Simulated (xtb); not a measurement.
C₄H₆Cl₂N₂Pd, singlet, geometry from GFN2-xTB (such geometries of metal compounds can be far from the true shape); GFN2-xTB (xtb).

The xtb input:
```
$ xtb mol.xyz --gfn 2 --chrg 0 --uhf 0 --json

# file mol.xyz
15

Pd     0.00017962    -0.00005510    -0.00033344
Cl     2.11649352    -0.89174405    -0.04805948
Cl    -2.11625987     0.89156516     0.05171856
C      1.70141197     4.09531329     0.01423562
C      1.15768074     2.77438347     0.00979306
N      0.71893851     1.71143812     0.00669387
H      2.18207314     4.29497497    -0.94343071
H      2.43887531     4.18367216     0.81195712
H      0.90197081     4.81832869     0.17627074
C     -1.70307113    -4.09460233    -0.01623726
C     -1.15764434    -2.77437072    -0.01252007
N     -0.71862667    -1.71154519    -0.00797877
H     -2.60254341    -4.11968066     0.59888922
H     -0.96861817    -4.79376175     0.38357361
H     -1.95643841    -4.38155086    -1.03675983
```

### Question
What does xtb print? Leave out banner, timings and long lists.

### Answer

```
   ID    Z sym.   atoms
    1   46 Pd     1
    2   17 Cl     2, 3
    3    6 C      4, 5, 10, 11
    4    7 N      6, 12
    5    1 H      7-9, 13-15

           -------------------------------------------------
          |                Calculation Setup                |
           -------------------------------------------------

           -------------------------------------------------
          |                 G F N 2 - x T B                 |
           -------------------------------------------------

          ...................................................
          :                      SETUP                      :
          :.................................................:
          :  # basis functions                  60          :
          :  # atomic orbitals                  57          :
          :  # shells                           27          :
          :  # electrons                        56          :
          :  max. iterations                   250          :
          :  Hamiltonian                  GFN2-xTB          :
          :  restarted?                      false          :
          :  GBSA solvation                  false          :
          :  PC potential                    false          :
          :  electronic temp.          300.0000000     K    :
          :  accuracy                    1.0000000          :
          :  -> integral cutoff          0.2500000E+02      :
          :  -> integral neglect         0.1000000E-07      :
          :  -> SCF convergence          0.1000000E-05 Eh   :
          :  -> wf. convergence          0.1000000E-03 e    :
          :  Broyden damping             0.4000000          :
          :  net charge                          0          :
          :  unpaired electrons                  0          :
          ...................................................

 iter      E             dE          RMSdq      gap      omega  full diag
   1    -31.3999281 -0.313999E+02  0.851E+00    3.49       0.0  T
   2    -31.5211642 -0.121236E+00  0.375E+00    3.43       1.0  T
   3    -31.5298232 -0.865897E-02  0.216E+00    2.90       1.0  T
   4    -31.5261229  0.370034E-02  0.913E-01    2.81       1.0  T
   5    -31.5302020 -0.407910E-02  0.496E-01    2.63       1.0  T
   6    -31.5306095 -0.407513E-03  0.236E-01    2.63       1.0  T
   7    -31.5308900 -0.280549E-03  0.632E-02    2.69       1.0  T
   8    -31.5308934 -0.336544E-05  0.375E-02    2.67       1.0  T
   9    -31.5309035 -0.101268E-04  0.178E-02    2.68       1.5  T
  10    -31.5309049 -0.137663E-05  0.600E-03    2.68       4.3  T
  11    -31.5309050 -0.114564E-06  0.216E-03    2.68      11.9  T
  12    -31.5309050 -0.120579E-07  0.697E-04    2.68      37.0  T
  13    -31.5309050 -0.462071E-08  0.173E-04    2.68     149.1  T

   *** convergence criteria satisfied after 13 iterations ***

         :::::::::::::::::::::::::::::::::::::::::::::::::::::
         ::                     SUMMARY                     ::
         :::::::::::::::::::::::::::::::::::::::::::::::::::::
         :: total energy             -31.167021381412 Eh    ::
         :: gradient norm              0.000076132688 Eh/a0 ::
         :: HOMO-LUMO gap              2.683997885117 eV    ::
         ::.................................................::
         :: SCC energy               -31.530953176309 Eh    ::
         :: -> isotropic ES            0.048832718381 Eh    ::
         :: -> anisotropic ES         -0.002512940685 Eh    ::
         :: -> anisotropic XC          0.028145295177 Eh    ::
         :: -> dispersion             -0.012578805254 Eh    ::
         :: repulsion energy           0.363931794897 Eh    ::
         :: add. restraining           0.000000000000 Eh    ::
         :: total charge               0.000000000000 e     ::
         :::::::::::::::::::::::::::::::::::::::::::::::::::::

           -------------------------------------------------
[...]
        37                          0.0969725               2.6388
        38                          0.0978242               2.6619
        39                          0.0980552               2.6682
       ...                                ...                  ...
        57                          1.4017755              38.1443
      -------------------------------------------------------------
                  HL-Gap            0.0986351 Eh            2.6840 eV
             Fermi-level           -0.3061271 Eh           -8.3301 eV

     #   Z          covCN         q      C6AA      α(0)
     1  46 Pd       3.351     0.164   263.547    33.480
     2  17 Cl       0.816    -0.379   111.349    16.143
     3  17 Cl       0.816    -0.379   111.355    16.143
     4   6 C        3.754    -0.108    22.619     6.782
     5   6 C        1.897     0.127    27.992     8.545
     6   7 N        1.766    -0.039    22.681     7.052
     7   1 H        0.925     0.105     1.737     2.061
     8   1 H        0.925     0.105     1.737     2.061
     9   1 H        0.925     0.106     1.733     2.059
    10   6 C        3.754    -0.108    22.619     6.782
    11   6 C        1.897     0.127    27.992     8.545
    12   7 N        1.766    -0.039    22.681     7.052
    13   1 H        0.925     0.106     1.736     2.060
    14   1 H        0.925     0.106     1.734     2.059
    15   1 H        0.925     0.105     1.738     2.061

 Mol. C6AA /au·bohr⁶  :       5552.656881
 Mol. C8AA /au·bohr⁸  :     220289.960947
 Mol. α(0) /au        :        122.883018

Wiberg/Mayer (AO) data.
largest (>0.10) Wiberg bond orders for each atom

 ---------------------------------------------------------------------------
     #   Z sym  total        # sym  WBO       # sym  WBO       # sym  WBO
 ---------------------------------------------------------------------------
     1  46 Pd   3.793 --     2 Cl   0.887     3 Cl   0.887     6 N    0.779
                            12 N    0.779     5 C    0.197    11 C    0.197
     2  17 Cl   1.051 --     1 Pd   0.887     3 Cl   0.107
     3  17 Cl   1.050 --     1 Pd   0.887     2 Cl   0.107
     4   6 C    3.982 --     5 C    1.092     9 H    0.942     8 H    0.941
                             7 H    0.941
     5   6 C    3.936 --     6 N    2.577     4 C    1.092     1 Pd   0.197
     6   7 N    3.547 --     5 C    2.577     1 Pd   0.779
     7   1 H    0.988 --     4 C    0.941
     8   1 H    0.988 --     4 C    0.941
     9   1 H    0.988 --     4 C    0.942
    10   6 C    3.982 --    11 C    1.092    14 H    0.942    13 H    0.941
                            15 H    0.941
    11   6 C    3.936 --    12 N    2.577    10 C    1.092     1 Pd   0.197
    12   7 N    3.547 --    11 C    2.577     1 Pd   0.779
    13   1 H    0.988 --    10 C    0.941
    14   1 H    0.988 --    10 C    0.942
    15   1 H    0.987 --    10 C    0.941
 ---------------------------------------------------------------------------

Topologies differ in total number of bonds
Writing topology from bond orders to xtbtopo.mol

molecular dipole:
                 x           y           z       tot (Debye)
 q only:       -0.000       0.000      -0.004
   full:        0.001      -0.000      -0.007       0.017
molecular quadrupole (traceless):
                xx          xy          yy          xz          yz          zz
 q only:      -23.040      30.509      37.410       0.513       0.024     -14.370
  q+dip:      -28.070      35.961      43.065       0.662       0.003     -14.995
   full:      -27.754      34.888      41.203       0.673      -0.015     -13.449

           -------------------------------------------------
          | TOTAL ENERGY              -31.167021381412 Eh   |
          | GRADIENT NORM               0.000076132688 Eh/α |
          | HOMO-LUMO GAP               2.683997885117 eV   |
           -------------------------------------------------

normal termination of xtb
```
